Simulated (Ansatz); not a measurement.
Reaction (substitution at a C–C bond): `C=C(C)C(CC)CC` + H₂Se → `C=C(C)[SeH]` + `CCCCC`

Calculated with Ansatz (gas phase, PBE0-D4/def2-TZVP geometries, no zero-point term in ΔE). CCSD(T)/CBS adds triple-zeta CCSD(T) − MP2 to the extrapolated MP2 energy (def2 sets, frozen cores). Functionals use def2-TZVPP. For Se outer-core shells are correlated without core-valence functions, which leaves a few kJ/mol of doubt a bond. Scalar relativity is left out up to krypton. One conformer a species, not always the lowest.

```
          level  ΔE (kJ/mol)
         r2SCAN          6.4
CCSD/def2-TZVPP         14.8
```

(1) What does CCSD(T)/CBS give? (Best estimate.)

Largest T1 diagnostic among the species: 0.010.

## Answers

(1) Ansatz gave: +15.5 kJ/mol. The listed levels differ from it by -9.1, -0.7 kJ/mol.

The D4 term adds +14.3 kJ/mol with B3LYP and +9.3 kJ/mol with PBE0; it sums over pairs of atoms, weighted by their polarisabilities, and B3LYP, whose exchange is more repulsive, gets the larger term. From PBE to PBE0 (25 % exact exchange), in def2-TZVPP and without D4, ΔE moves by +5.4 kJ/mol.

B3LYP here is the variant with VWN-RPA as its local correlation; programs differ in this.
